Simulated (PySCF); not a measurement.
Compound: C7H15B.
Structure used (PBE0-D3(BJ)/def2-SVP), in Å, numbered top down from 1:
```xyz
23
C7H15B angstrom
B     -1.7135    1.2408   -0.8765
C     -1.2636    0.2598    0.2541
C     -2.4155   -0.7661    0.0946
C     -1.3108    0.8456    1.6648
C      0.0683   -0.4433   -0.0317
C      1.2811    0.4871   -0.0603
C      2.5381   -0.2126   -0.4678
C      3.6368   -0.3286    0.2792
H     -2.5132    2.1209   -0.6451
H     -1.3594    1.0587   -2.0222
H     -2.2728   -1.5822    0.8241
H     -3.4039   -0.3205    0.2930
H     -2.4357   -1.2252   -0.9073
H     -2.2903    1.3030    1.8726
H     -1.1357    0.0631    2.4244
H     -0.5499    1.6267    1.8132
H      0.2421   -1.2348    0.7212
H     -0.0047   -0.9590   -1.0058
H      1.4290    0.9601    0.9240
H      1.0773    1.3068   -0.7764
H      2.5250   -0.6759   -1.4637
H      4.5200   -0.8635   -0.0799
H      3.6947    0.1125    1.2804
```

Method used: delta-SCF UKS SCAN, pcX-2 on the ionised atom, pcseg-1 elsewhere, spin-free X2C in PySCF. The ground state was rerun for each ionised atom, in the same mixed basis as its hole state.

```
ionised atom  basis functions  E(ground) (Eh)  binding energy (eV)
          C2              218      -300.49136              290.064
          C3              218      -300.49030              290.637
          C5              218      -300.49068              290.239
          C6              218      -300.49101              290.517
          C7              218      -300.49266              290.396
          C8              218      -300.49211              289.997
```

**Question.** Fill in the total energy of each core-ionised state.

**Answer.** With binding energy = E(ionised) − E(ground) and 27.2114 eV a hartree:

```tsv
atom	binding energy (Eh)	E(ionised) (Eh)
C2	10.6596	-289.8317
C3	10.6807	-289.8096
C5	10.6661	-289.8246
C6	10.6763	-289.8147
C7	10.6719	-289.8208
C8	10.6572	-289.8349
```

**Question.** How much do the ground-state energies differ, and what would follow from using one of them for all holes?

**Answer.** They run from -300.4927 Eh (core basis on C7) to -300.4903 Eh (on C3), 0.0024 Eh or 0.07 eV apart, for one and the same state in different bases and grids. Pairing the ion of C3 with the ground state of C7 would put its binding energy 0.07 eV too high.

Lowest listed C 1s: C8, bonded to C (double bond) and 2 H. Highest, 0.64 eV above it: C3, bonded to C and 3 H. The widest gap between neighbouring values is 0.18 eV, between 290.06 and 290.24 eV.

Only 1s holes are shown. The structure is a single PBE0-D3(BJ)/def2-SVP conformer in the gas phase; no vibrational or solvent corrections.
